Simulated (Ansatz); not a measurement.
```
atom    x (Å)    y (Å)    z (Å)
   C   0.0000   0.0000  -1.3078
   C   0.0000   0.0000   0.0000
   C   0.0000   0.0000   1.3078
   H   0.0000  -0.9368  -1.8749
   H   0.0000   0.9368  -1.8749
   H  -0.9368   0.0000   1.8749
   H   0.9368   0.0000   1.8749
```

Basis set: def2-TZVP (spherical functions). Frozen core: 3 orbitals. Charge 0, multiplicity 1.

Computed with Ansatz (development build ahead of 0.2.0); each method stands on the lowest determinant of its kind that the runs found. Restricted open shells among the atoms or ions are ROHF, correlated in semicanonical orbitals with singles.

(1) Give the atomization energy at this shape (free ground-state atoms in the same class of orbitals less the molecule, no zero-point energy) of singlet C₃H₄ by RHF-MP2, RHF.

## Answers

(1)

```csv
method,atomization energy
RHF-MP2,29.89 eV
RHF,22.99 eV
```
